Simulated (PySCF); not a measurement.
How methods differ on the excitation energy of Mo⁺

Mo⁺ [Kr] 4d5 (6S) → Mo⁺ [Kr] 4d4 5s1 (6D), as a difference of total energies. Computed with PySCF 2.14 in def2-TZVPPD with the def2 core potential (28 electrons) (6s4p3d2f1g, 56 functions), with scalar relativity through the core potential. Correlated levels: valence and next inner shell: nothing frozen outside the core potential. The calculations carry no spin-orbit coupling.

| method | excitation energy (cm⁻¹) | error (cm⁻¹) |
| --- | --- | --- |
| UHF | 11304 | -1497 |
| MP2 (valence and next inner shell) | 12180 | -620 |
| SCS-MP2 (valence and next inner shell) | 11592 | -1209 |
| CCSD (valence and next inner shell) | 11708 | -1093 |
| CCSD(T) (valence and next inner shell) | 11682 | -1118 |

Reference: 12801 cm⁻¹ (measured; NIST levels, between the centres of gravity of the two terms).

Errors of the correlated levels include the incompleteness of this basis.
